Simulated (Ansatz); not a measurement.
Energy needed to pull apart CH4GeS (SMILES [CH2]1[S][GeH2]1), closed shell, into free ground-state atoms, from the structure below (displaced at random from a GFN2-xTB minimum); no zero-point or spin–orbit terms; open-shell atoms are treated unrestricted, in their ground-state multiplicity.

```csv
atom,x (Å),y (Å),z (Å)
C1,-0.7578,-0.1319,-0.5769
S2,-0.4196,-1.4297,0.7061
Ge3,0.7630,0.3230,0.4320
H4,-0.6842,-0.5958,-1.5202
H5,-1.7055,0.3369,-0.4379
H6,0.6643,1.4095,1.4492
H7,2.1364,0.1476,-0.1716
```

Program: Ansatz 0.2.0. Basis: def2-TZVPP. Cores are frozen in the correlated methods. Filled d shells of the heavier atoms are correlated. The def2 sets are not built for correlating such inner shells, so the correlated values are less sure here. B3LYP uses VWN-RPA correlation.

| method | atomization energy (kcal/mol) |
| --- | --- |
| PBE-D4 | 527.1 |
| r2SCAN-D4 | 523.7 |
| PBE0-D4 | 521.0 |
| B3LYP-D4 | 514.7 |
| r2SCANh-D4 | 520.8 |
| wB97M-V | 520.2 |
| HF | ? |
| MP2 | 514.0 |
| CCSD | ? |
| CCSD(T) | 508.8 |

Question: What does CCSD give? (Judge from chemistry; the value comes from the calculation.)

Answer: Computed: 499.3 kcal/mol, which is about 9.5 kcal/mol less than CCSD(T)/def2-TZVPP.

Question: What does HF give? (Judge from chemistry; the value comes from the calculation.)

Answer: By the calculation: 364.5 kcal/mol, which is about 144.3 kcal/mol less than CCSD(T)/def2-TZVPP.

In triple zeta the MP2 and coupled-cluster atomization energies are still short of their basis limit by a few kcal/mol a bond, whereas those of the functionals are nearly converged, so these differences are not deviations from converged CCSD(T).

No T1 diagnostic of these runs exceeds 0.012.

For scale, one of the runs: CCSD(T)/def2-TZVPP forces, 177 basis functions (an equivalent command: `ansatz run in.yaml --threads 4`). Time: 2.1 min of wall clock on 4 CPU threads; the host was shared. Peak host memory: 2.9 GiB.
